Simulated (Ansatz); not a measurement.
Geometry optimisation, RKS PBE/def2-SVP (Ansatz).

Input file:

```yaml
crystal:
  periodic: [false, false, false]
  atoms:
    - { symbol: Sn, position_ang: [-0.054105, 0.363645, -0.037371] }
    - { symbol: Cl, position_ang: [-0.687966, 0.594156, 2.262772] }
    - { symbol: H, position_ang: [1.642958, 0.127871, -0.124613] }
    - { symbol: H, position_ang: [-0.728475, 1.720864, -0.855529] }
    - { symbol: Cl, position_ang: [-1.154733, -1.52961, -0.941895] }
    - { symbol: Si, position_ang: [1.18409, -2.852291, 1.337061] }
    - { symbol: H, position_ang: [0.147036, -3.919714, 1.157861] }
    - { symbol: H, position_ang: [1.860717, -2.571059, 0.025983] }
    - { symbol: H, position_ang: [2.226215, -3.330481, 2.310929] }
    - { symbol: H, position_ang: [0.567165, -1.62358, 1.877001] }
basis:
  gaussian: { orbitals: def2-SVP }
hamiltonian:
  xc: pbe
relax:
  f_tol: 0.03
  max_steps: 50
```

Run as:

```bash
$ ansatz run input.yaml --threads 4 --pin off --max-ram 5120MiB --backend cpu --events-out ev --progress --plain --runs-dir out
```

**Question.** Where does it end, and by what steps?

**Answer.** The run converged. The force dipped under the threshold on the way, but the program's further checks kept it going. After 6 steps the energy has fallen by 0.154 eV; Cl2 moved furthest, 0.58 Å.

```csv
step,energy less start (eV),largest force component (eV/Å),accepted
0,0.0000,0.675,yes
1,-0.1001,0.104,yes
2,-0.1247,0.093,yes
3,-0.1366,0.195,yes
4,-0.1513,0.043,yes
5,-0.1532,0.023,yes
6,-0.1535,0.024,yes
```

```xyz
10
Properties=species:S:1:pos:R:3
Sn -0.206 0.714 -0.144
Cl -0.925 1.090 2.079
H 1.504 0.554 -0.120
H -0.913 1.929 -1.136
Cl -1.110 -1.365 -0.837
Si 1.325 -3.188 1.430
H 0.192 -4.144 1.185
H 1.965 -2.806 0.126
H 2.357 -3.850 2.304
H 0.815 -1.955 2.124
```

Whether the end is a true minimum wasn't checked by a vibrational analysis.

Time of the run: 8.3 s on 4 threads of Arm Neoverse V2, with other jobs on the host, peak memory 0.16 GiB.
